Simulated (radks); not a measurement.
K V, configuration [Ne] 3s2 3p3.

Calculated with a radial shooting solver on a logarithmic mesh with Libxc functionals: non-relativistic Kohn-Sham, PBEsol, spin-polarised, spherical densities, point nucleus; open shells are filled with parallel spins first.

Energy parts (hartree):
| part | energy |
|---|---|
| total | -593.68690 |
| kinetic | 593.09020 |
| electron-nucleus | -1376.54945 |
| Hartree | 220.50469 |
| exchange-correlation | -30.73234 |

Orbitals (lengths in bohr, moments of r in powers of bohr; r(90%) holds 90 % of the orbital's charge):
orbital,occ.,eigenvalue (hartree),r(90%),<1/r>,<r^2>
1s up,1,-131.0494,0.146,18.52,0.008948
1s down,1,-131.0145,0.146,18.53,0.008945
2s up,1,-15.18946,0.607,3.770,0.1799
2s down,1,-15.15681,0.606,3.771,0.1793
2p up,3,-12.62641,0.579,3.698,0.1521
2p down,3,-12.58148,0.578,3.697,0.1517
3s up,1,-3.34164,1.73,1.192,1.566
3s down,1,-3.14799,1.75,1.185,1.594
3p up,3,-2.69152,1.86,1.100,1.765
3p down,0,-2.50461,1.90,1.089,1.821
3d up,0,-1.71948,2.16,0.8960,2.217
3d down,0,-1.55616,2.26,0.8785,2.388
4s up,0,-1.21188,3.82,0.5117,8.061

The highest occupied level is 3p up at -73.240 eV. Virial ratio -V/T = 2.00101. The density falls to 0.001 e/bohr^3 at r = 2.71 bohr. The electron density at the nucleus is 4542 e/bohr^3.
